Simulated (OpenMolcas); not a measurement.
# Pt3+: moving or changing the point charges

Pt3+ among 6 point charges of -1.7 e arranged as an octahedron (Oh), 1.78 Å from the ion.

- Program: OpenMolcas
- Method: CASSCF
- Basis: ANO-RCC-VDZP [7s6p4d2f]
- Scalar Hamiltonian: DKH2, point nucleus
- Active space: 7 electrons in 5 orbitals (5d)
- State averaging: 2S+1 = 4 even, 10 roots; 2S+1 = 2 even, 40 roots
- Spin-orbit coupling: state interaction with AMFI integrals over the reference wave functions

Runs around this geometry, states (labels of O, the rotations of Oh). Energies in cm-1 above the lowest state or level, χT in cm3 K/mol; under a threefold ground state the first gap can be a small split of the lowest multiplet, not the spin-orbit step; 10Dq and B are least-squares fits to the states below 45000 cm-1, weighted by degeneracy, with a free offset, and given where the rms deviation is under 5 % of |10Dq| (or 100 cm-1) and under 700 cm-1.

```
R (Å)  q (e)  Ground state  First state of that spin   10Dq  B (rms of fit)  First gap with spin-orbit (degeneracies)  χT at 300 K  First state of another spin
 1.78  -1.36           4T1                 4T2 11906  12789       879 (263)                              651.6 (2, 4)        3.267                      2E 5241
 1.71   -1.7            2E                 2T1 15636  18999       876 (456)                               1447 (4, 2)        1.375                    4T1 471.9
 1.78   -1.7           4T1                 4T2 15145  16023       877 (370)                              156.4 (4, 2)        2.393                      2E 2338
```

Taking |10Dq| as R^-n, n = -ln(16023 / 18999) / ln(1.78 / 1.71) = 4.2 between the shortest and longest distance. The point-charge formula for a cubic d site gives n = 5.

Scaling the charges by -1.36 / -1.7 = 0.80 scales |10Dq| by 12789 / 16023 = 0.80; with fixed orbitals a first-order splitting would follow the charge.

The ground state changes within this set.

Without dynamic correlation the repulsion within the d shell is too large (B by tens of per cent), so at a given field states of lower spin stand too high. Spin-orbit coupling mixes the spin-free states strongly: the lowest level takes only 48 % from its leading state, 2E (figures for R = 1.71, q = -1.7; the like holds for R = 1.78, q = -1.7). This field is weak: 10Dq is about 12789 cm-1, while octahedral complexes of 5d ions of charge 3 and more, computed by the same method with explicit ligands, had a median near 35000 cm-1. Ground spin and moment need not be those of a real site (figures for R = 1.78, q = -1.36; the like holds for R = 1.71, q = -1.7, R = 1.78, q = -1.7). An orbital triplet at a regular site is open to Jahn-Teller coupling, which can distort the site and quench the lowest spin-orbit gaps and is left out (holds for R = 1.78, q = -1.36). This shell can be high or low spin here, a state of another spin lies low, and with metal d orbitals alone active their balance is uncertain, so the ground spin may be wrong (holds for R = 1.78, q = -1.36; R = 1.78, q = -1.7). Point charges give a weaker field than real ligands, and real ions of this kind are as a rule low spin; the high spin found here belongs to the model (holds for R = 1.78, q = -1.36; R = 1.78, q = -1.7). An orbital doublet at a regular site is open to a Jahn-Teller distortion, which this geometry leaves out (holds for R = 1.71, q = -1.7). This shell can be high or low spin here, a state of another spin lies low, and with metal d orbitals alone active their balance is uncertain, so the ground spin may be wrong, although the usual error favours high spin (holds for R = 1.71, q = -1.7). Point charges carry no covalency, so the field is a model and not that of real ligands. No measured value stands beside these numbers.
